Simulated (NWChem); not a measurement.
System: Si2H5Cl; SMILES Cl[SiH2][SiH3]

Computed with NWChem. Geometry: optimised at PBE0/def2-SVP. Level: M06-2X/def2-SVP with SMD (1 M gas to 1 M solution), gas-phase geometry. Reactions with the solvent are ignored.

### Question
Among these, which solvent gives the lowest value of “dipole in solution (D)”?
A) chloroform
B) 2-propanol
C) 1,4-dioxane
D) water

### Answer
C, 1,4-dioxane. Values: 1,4-dioxane 1.77; chloroform 1.89; 2-propanol 1.98; water 2.01
